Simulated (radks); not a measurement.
Problem. Sb+, configuration [Kr] 4d10 5s2 5p2 (the NIST ground configuration). Method: scalar-relativistic Kohn-Sham, LDA (Slater exchange, Perdew-Wang correlation), spin-polarised, spherical densities, finite nucleus; open shells are filled with parallel spins first (spin-orbit coupling, left out, can overturn this in heavy ions); Fermi nuclear charge, rms radius 4.6802 fm; computed with a radial shooting solver on a logarithmic mesh with Libxc functionals. Some entries of the table are withheld. Estimate them.

orbital,occ.,eigenvalue (hartree),r(max) (bohr)
1s up,1,-1112.671,0.01837
1s down,1,-1112.669,0.01837
2s up,1,-169.6181,0.1038
2s down,1,-169.6172,0.1038
2p up,3,-152.4053,0.08306
2p down,3,-152.4038,0.08306
3s up,1,-33.48654,0.3003
3s down,1,-33.48477,0.3003
3p up,3,-27.87384,0.2937
3p down,3,-27.87191,0.2937
3d up,5,-19.28036,0.2440
3d down,5,-19.27858,0.2440
4s up,1,-5.77040,0.7221
4s down,1,-5.76654,0.7222
4p up,3,(1),0.7617
4p down,3,(2),0.7618
4d up,5,-1.54810,0.8469
4d down,5,-1.53928,0.8464
5s up,1,-0.78793,1.872
5s down,1,-0.74254,1.856
5p up,2,-0.46800,2.243
5p down,0,-0.42081,2.234

Solution. 
(1) 4p up eigenvalue (hartree): -4.04779
(2) 4p down eigenvalue (hartree): -4.04335
